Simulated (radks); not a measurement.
Br2+, 33 electrons, occupied as [Ar] 3d9.5 4s2 4p3 4f0.5 (fractional occupations, a model configuration). All-electron calculation, scalar-relativistic Kohn-Sham, r2SCAN, spin-polarised, spherical densities, finite nucleus; open shells are filled with parallel spins first; meta-GGA in the generalised Kohn-Sham scheme; Fermi nuclear charge, rms radius 4.1629 fm. Program: a radial shooting solver on a logarithmic mesh with Libxc functionals.

Radial electron density D(r) = 4 pi r^2 rho(r):

r (bohr)  D(r) (e/bohr)   spin D(r)
0.001667          1.130  -0.0000179
0.00194           1.487  -0.0000231
0.002259          1.951  -0.0000296
0.002629          2.550  -0.0000373
0.003061          3.320  -0.0000463
0.003563          4.300  -0.0000558
0.004148          5.538  -0.0000645
0.004829          7.084  -0.0000696
0.005622          8.991  -0.0000655
0.006545          11.31  -0.0000419
0.00762           14.08   0.0000189
0.008871          17.30    0.000148
0.01033           20.98    0.000398
0.01202           25.01    0.000853
0.014             29.26     0.00165
0.01629           33.50     0.00301
0.01897           37.40     0.00526
0.02208           40.60     0.00887
0.02571           42.71      0.0145
0.02993           43.46      0.0231
0.03484           42.75      0.0356
0.04056           40.84      0.0533
0.04722           38.36      0.0768
0.05497           36.28       0.106
0.06399           35.66       0.140
0.0745            37.25       0.176
0.08672           41.05       0.206
0.101             46.05       0.225
0.1175            50.29       0.228
0.1368            51.67       0.219
0.1593            48.92       0.217
0.184             42.94       0.251
0.2142            35.31       0.364
0.2493            29.47       0.581
0.2903            27.72       0.879
0.3379            29.94        1.19
0.3934            33.46        1.36
0.4579            34.81        1.31
0.5331            32.03        1.03
0.6206            25.67       0.674
0.7225            18.03       0.448
0.8411            11.55       0.531
0.9792            7.440       0.952
1.14              5.509        1.55
1.327             4.723        2.05
1.545             4.102        2.21
1.799             3.212        1.96
2.094             2.138        1.42
2.438             1.178       0.843
2.838            0.5346       0.411
3.304            0.2142       0.179
3.846            0.1039      0.0966
4.477           0.08595      0.0849
5.212           0.09176      0.0917
6.068           0.09237      0.0924
7.064           0.07850      0.0785
8.223           0.05313      0.0531
9.573           0.02716      0.0272
11.14          0.009977     0.00998
12.97          0.002520     0.00252
15.1          0.0004194    0.000419

D(r) has 4 maxima, at r = 0.0299, 0.134, 0.447, 5.69 bohr, and minima at 0.0625, 0.286, 4.44 bohr, inside which lie 2.08, 11.01, 32.60 electrons.
